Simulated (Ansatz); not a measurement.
Spectroscopic constants of TiO, multiplicity 3 (the spin of the measured ground state). No spin–orbit coupling. Ti is treated without relativity.

The constants come from a fifth-degree fit in 1/R (seven points, main isotopes). In def2 and cc sets the state is the lowest found near the PBE0 minimum, followed along R.

Correlated levels freeze the inner cores; with def2 sets outer-core shells near the valence are correlated too.

Run with Ansatz (Gaussian orbitals). Each number belongs to the level named beside it.

Quantity: r_e, from seven points a level.

Costs are ratios of core time to PBE/def2-TZVPP (roughly 30 s), for whole runs (searches for the state included, and forces where a run took them) on one shared machine, so rough; each error counts from the measured 1.6202 Å [Huber and Herzberg (1979), NIST Chemistry WebBook].

```csv
level,basis functions,cost,error (Å)
SVWN5/def2-TZVPP,95,×0.6,-0.025
PBE0/def2-TZVPP,95,×0.8,-0.023
BHLYP/def2-TZVPP,95,×0.8,-0.025
CAM-B3LYP/def2-TZVPP,95,×0.9,-0.021
B3LYP/def2-TZVPP,95,×1,-0.010
PBE/def2-TZVPP,95,×1,-0.005
B2PLYP/def2-TZVPP,95,×1,0.002
r2SCAN/def2-TZVPP,95,×2,-0.011
wB97X-V/def2-TZVPP,95,×2,-0.024
wB97M-V/def2-TZVPP,95,×3,-0.023
B97M-V/def2-TZVPP,95,×5,-0.011
```

Ansatz is a quantum-chemistry and plane-wave program.
